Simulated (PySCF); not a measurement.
Excitation energy of Au by level of theory

Au [Xe] 4f14 5d10 6s1 (2S) → Au [Xe] 4f14 5d9 6s1 6p1 (high-spin determinant), as a difference of total energies. Computed with PySCF 2.14 in aug-cc-pVTZ-PP with ECP60MDF (6s6p5d3f2g, 88 functions), with scalar relativity through the core potential. Correlated levels: valence: 5s2 5p6 frozen. The calculations carry no spin-orbit coupling.

```tsv
method	excitation energy (eV)
UHF	4.731
LDA	6.665
PBE	6.403
PBE0	6.177
r2SCAN	6.108
TPSSh	6.181
PW91	6.413
B97-3	6.434
BP86	6.425
MP2 (valence)	6.537
SCS-MP2 (valence)	6.529
```

**Question.** How much does correlation contribute at MP2 (valence)?

**Answer.** 6.537 − (4.731) = 1.806 eV, measured against UHF.

The determinant of the upper state mixes LS terms, which raises its energy above the lowest term, most at the Hartree-Fock and MP2 levels.
